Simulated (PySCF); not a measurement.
Tc: ionisation energy

Tc [Kr] 4d5 5s2 (6S) → Tc+ [Kr] 4d5 5s1 (7S), as a difference of total energies. Calculation: PySCF 2.14, in aug-cc-pVDZ-PP with ECP28MDF; a scalar-relativistic core potential. Correlated levels: valence: 4s2 4p6 frozen. The calculations carry no spin-orbit coupling.

| method | ionisation energy (eV) |
| --- | --- |
| UHF | 5.576 |
| LDA | 7.374 |
| PBE | 6.942 |
| PBE0 | 6.775 |
| r2SCAN | 6.614 |
| HSE06 | 6.793 |
| B2PLYP | 7.104 |
| BLYP | 7.289 |
| M06-2X | 7.811 |
| MP2 (valence) | 6.701 |
| SCS-MP2 (valence) | 6.936 |

Errors of the correlated levels include the incompleteness of this basis and the frozen core.

MP2 underrates the near-degeneracy of ns² with np² in the lower species.

Problem. Which method comes closest to the reference value, and which is furthest?

Solution. The reference is 7.119 eV (measured; NIST Atomic Spectra Database, ionization energies). Closest: B2PLYP (error -0.015 eV); furthest: UHF (error -1.543 eV).
